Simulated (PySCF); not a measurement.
Species: C₂H₆OSSi.
Numbering: `[CH3:1][C:2](=[O:3])[SiH2:4][SH:5]` (hydrogens: H6, H7, H8 on C1; H9, H10 on Si4; H11 on S5)

All values: PBE0/pcSseg-1 and CAM-B3LYP/def2-SVPD (PySCF, non-relativistic), on one gas-phase PBE0-D3(BJ)/def2-SVP geometry that isn't relaxed in the solvent. The solvent is an IEF-PCM continuum (Bondi radii, 1.10 Å for H, scaled by 1.2). Only the electrostatic response of the medium enters.

Gas phase at PBE0/pcSseg-1: HOMO -7.38 eV, LUMO -1.50 eV, dipole 3.31 D.

Question: What does the continuum do to the energy, the frontier levels and the dipole at PBE0/pcSseg-1 in chloroform and methanol?

Answer: 
```csv
solvent,ε,E(solvent) − E(gas) (kcal/mol),polarisation term (kcal/mol),distortion of the solute (kcal/mol),HOMO (eV),LUMO (eV),dipole (D)
chloroform,4.711,-3.55,-4.04,0.49,-7.34,-1.33,4.10
methanol,32.61,-4.92,-5.87,0.95,-7.32,-1.29,4.41
```

The first energy column is the sum of the next two and covers electrostatics alone. From chloroform to methanol the lowering changes by a factor 1.38, Onsager's factor (ε − 1)/(2ε + 1) by 1.34 and ε itself by 6.9.

Question: Which radius a makes the point-dipole formula ΔE = −[(ε − 1)/(2ε + 1)]·μ²/a³ give the value in methanol, with the gas-phase dipole?

Answer: μ = 1.304 au and |ΔE| = 0.00784 Eh give a = 2.48 Å; the farthest nucleus lies 2.94 Å from the centroid of the nuclei, so such a sphere wouldn't even hold the nuclei. The formula assumes a rigid point dipole at the centre of a sphere.

Question: Which Hirshfeld charges (PBE0/pcSseg-1) respond most in chloroform (means over atoms taken as equivalent)?

Answer: 
```
   atoms                       environment  gas (e)  solvent (e)  change
      S5         sulfur bonded to Si and H   -0.150       -0.174  -0.024
      O3                   carbonyl oxygen   -0.194       -0.216  -0.022
     Si4                      SiH2 silicon   +0.290       +0.299  +0.009
      C2                   carbonyl carbon   +0.097       +0.103  +0.006
H6/H7/H8                   methyl hydrogen   +0.059       +0.064  +0.005
  H9/H10                     Si–H hydrogen   -0.074       -0.069  +0.005
      C1  methyl carbon next to a carbonyl   -0.118       -0.114  +0.004
     H11                      S–H hydrogen   +0.047       +0.048  +0.001
```

Question: How do the nuclear quadrupole coupling constants eQVzz/h respond in chloroform?

Answer: 
| nucleus | Q (barn) | gas (MHz) | solvent (MHz) | η gas | η solvent |
| --- | --- | --- | --- | --- | --- |
| 17O at O3 | -0.0256 | 11.54 | 11.28 | 0.56 | 0.52 |
| 33S at S5 | -0.06781 | 33.15 | 32.12 | 0.58 | 0.59 |

Gas phase at CAM-B3LYP/def2-SVPD: HOMO -8.71 eV, LUMO -0.34 eV, dipole 3.20 D.

Question: What does the continuum do to the energy, the frontier levels and the dipole at CAM-B3LYP/def2-SVPD in chloroform?

Answer: 
| solvent | ε | E(solvent) − E(gas) (kcal/mol) | polarisation term (kcal/mol) | distortion of the solute (kcal/mol) | HOMO (eV) | LUMO (eV) | dipole (D) |
| --- | --- | --- | --- | --- | --- | --- | --- |
| chloroform | 4.711 | -3.53 | -4.05 | 0.52 | -8.71 | -0.20 | 4.01 |

The atom shares or the degeneracy of the HOMO differ from the gas phase in chloroform, so that column needn't follow one orbital.

Question: How does the static polarisability (CAM-B3LYP/def2-SVPD, frozen core, with the continuum's full static response) change?

Answer: 
| medium | isotropic (au) | principal values (au) | ⟨r²⟩ of the electrons (bohr²) |
| --- | --- | --- | --- |
| gas | 76.4 | 61.1, 76.5, 91.6 | 809.6 |
| chloroform | 95.2 | 77.2, 96.9, 111.6 | 809.7 |

The isotropic value in chloroform is 1.25 times the gas-phase one; no cavity-field correction is applied. ⟨r²⟩ is taken about the centre of nuclear charge.

Time: 14 s of wall time; peak memory 0.74 GiB. Hardware: Arm Neoverse N1, one thread, on a shared host. This is the whole shielding run at PBE0/pcSseg-1 in methanol, SCF included.

The values belong to the conformer `[CH3:1][C:2](=[O:3])[SiH2:4][SH:5]`: C1–C2–Si4–S5 -173°, H–S5–Si4–C2 -6°.
